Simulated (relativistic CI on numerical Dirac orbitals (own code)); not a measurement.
# Rh⁴⁺: resonant inelastic scattering at the L2,3 edge

Computed with this model: Dirac-Coulomb-Breit CI, orbitals from a KLI potential per configuration, a model potential for QED, valence Slater integrals scaled by 0.8, Kramers-Heisenberg scattering through one core-hole configuration in a parametric crystal field; configurations [Kr] 4d5 → [He] 2s2 2p5 3s2 3p6 3d10 4s2 4p6 4d6; 300 K; core-hole width 1.6 eV; summed over polarisations. Incident energies are the highest absorption maxima for each field (at most a few, so the weaker spin-orbit partner edge can be absent), on the computed scale of the free ion. Intensities are in per cent of the strongest line above 0.02 eV; levels within 1 cm⁻¹ are merged; final levels count from the ground level, the first row holds all elastic scattering, lines under 0.4 are left out and each table stops after 24 rows. The scale of the Slater integrals is a model choice and moves the terms in proportion.

Field parameters in Wybourne normalisation: D4h B²₀ = −7Ds, B⁴₀ = 21(Dq − Dt), B⁴₄ = 21√(5/14) Dq. The field is a parameter set, without covalency, and values of 10Dq over about 45,000 cm⁻¹ lie beyond real compounds.

S is read from ⟨S²⟩ = S(S + 1).

D4h, 10Dq = 55300, Ds = -640, Dt = 440 cm⁻¹:

| Final level (eV) | Degeneracy | Irrep | S | 3006.9 eV | 3012.8 eV | 3155.5 eV |
| --- | --- | --- | --- | --- | --- | --- |
| 0.000 | 2 | Γ7 | 0.51 | 212.6 | 907.3 | 133.0 |
| 0.252 | 2 | Γ6 | 0.50 | 72.7 | 22.9 | 5.4 |
| 0.678 | 2 | Γ7 | 0.51 | 100.0 | 7.1 | 2.0 |
| 4.547 | 2 | Γ6 | 1.50 | 0.3 | 13.4 | 7.4 |
| 4.573 | 2 | Γ7 | 1.50 | 0.8 | 42.1 | 26.5 |
| 4.950 | 2 | Γ7 | 1.50 | 0.2 | 11.3 | 4.8 |
| 5.022 | 2 | Γ7 | 1.50 | 0.6 | 28.8 | 19.4 |
| 5.048 | 2 | Γ6 | 1.50 | 0.2 | 15.4 | 9.3 |
| 5.084 | 2 | Γ6 | 1.50 | 0.4 | 22.1 | 10.6 |
| 5.312 | 2 | Γ6 | 1.49 | 0.3 | 16.9 | 13.6 |
| 5.328 | 2 | Γ7 | 1.49 | 0.6 | 24.9 | 19.7 |
| 5.791 | 2 | Γ6 | 1.44 | 1.1 | 41.4 | 9.6 |
| 5.824 | 2 | Γ6 | 1.49 | 0.2 | 7.9 | 7.8 |
| 5.840 | 2 | Γ7 | 1.46 | 0.6 | 23.4 | 18.1 |
| 5.849 | 2 | Γ7 | 1.42 | 0.2 | 14.6 | 7.1 |
| 6.001 | 2 | Γ6 | 0.61 | 2.1 | 63.2 | 37.7 |
| 6.133 | 2 | Γ7 | 0.61 | 1.4 | 58.8 | 24.1 |
| 6.325 | 2 | Γ7 | 0.60 | 1.3 | 50.6 | 28.3 |
| 6.450 | 2 | Γ7 | 0.52 | 2.3 | 58.7 | 32.0 |
| 6.515 | 2 | Γ6 | 0.51 | 0.5 | 33.4 | 7.9 |
| 6.628 | 2 | Γ6 | 0.51 | 0.7 | 31.1 | 15.1 |
| 6.788 | 2 | Γ7 | 0.52 | 0.8 | 34.2 | 18.9 |
| 6.827 | 2 | Γ6 | 0.52 | 0.2 | 10.1 | 2.3 |
| 7.235 | 2 | Γ7 | 0.51 | 0.3 | 18.5 | 6.3 |

D4h, 10Dq = 25900, Ds = 1310, Dt = 420 cm⁻¹:

```tsv
Final level (eV)	Degeneracy	Irrep	S	3008.5 eV	3010.8 eV	3153.3 eV
0.000	2	Γ7	0.62	599.9	1927.3	122.2
0.337	2	Γ7	0.65	69.2	100.0	8.9
0.437	2	Γ6	0.70	58.8	19.0	4.7
0.762	2	Γ6	2.07	5.7	6.8	3.3
0.806	2	Γ7	2.20	6.7	20.1	12.6
0.845	2	Γ7	2.34	3.4	17.9	10.5
1.175	2	Γ6	1.66	8.3	47.9	15.5
1.193	2	Γ7	1.63	3.8	13.9	13.5
1.231	2	Γ6	1.68	2.9	19.0	9.3
1.280	2	Γ6	1.61	1.6	9.9	7.5
1.355	2	Γ7	1.67	3.0	10.7	10.0
1.445	2	Γ7	1.63	5.9	23.4	27.0
1.985	2	Γ7	1.51	5.8	42.5	14.4
2.046	2	Γ7	1.49	7.8	70.3	41.6
2.090	2	Γ6	1.48	5.3	49.9	14.3
2.144	2	Γ6	1.50	3.6	28.7	17.9
2.454	2	Γ6	0.55	28.1	93.7	26.9
2.570	2	Γ7	0.97	20.0	58.6	14.4
2.638	2	Γ6	1.46	1.7	15.1	15.4
2.642	2	Γ7	0.89	15.3	43.7	52.4
2.744	2	Γ7	0.91	4.6	39.3	10.6
2.783	2	Γ6	0.58	11.4	55.6	15.6
2.816	2	Γ7	0.56	3.4	25.3	17.6
3.056	2	Γ7	0.61	9.7	69.3	30.3
```

For the first field the strongest loss at the lowest incident energy is the level at 0.68 eV (S = 0.51, against 0.51 in the thermal ground state). Levels of other spin, the first over 8 % at 4.55 eV, appear because spin-orbit coupling of the core hole, and in heavier ions of the valence shell too, mixes spins.
